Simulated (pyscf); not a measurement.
# O=Cr(=O)=O, singlet

Gas-phase minimum from PySCF at ωB97X-D3(BJ)/def2-SVP, one conformer. 

```
Cr
O 1 1.5475
O 1 1.5475 2 115.03
O 1 1.5478 2 115.08 3 137.28
```

Properties at ωB97X-D3(BJ)/def2-SVP:

```
Item                                                                                                                                                 Result
---------------------------------------------------------------------------------------------------------------------  ------------------------------------
Harmonic wavenumbers, unscaled                                                                                         220, 402, 403, 1100, 1167, 1168 cm⁻¹
Zero-point energy                                                                                                                              6.4 kcal/mol
Rotational symmetry number                                                                                                                                3
Entropy of this conformer at 298 K and 1 atm, rigid rotor and harmonic oscillator, modes under 100 cm⁻¹ raised to 100                       275.6 J/(mol K)
Dipole moment                                                                                                                                        2.86 D
```

Single-point totals, which compare only within one level:

```tsv
level	total energy (hartree)
ωB97X-D3(BJ)/def2-TZVP	-1270.17812
PBE/def2-TZVP	-1269.84734
r²SCAN/def2-TZVP	-1270.13832
B3LYP-D3(BJ)/def2-TZVP	-1270.24568
PBE0-D3(BJ)/def2-TZVP	-1269.75285
M06-2X/def2-TZVP	-1269.98415
ωB97M-D3(BJ)/def2-TZVP	-1270.26319
```
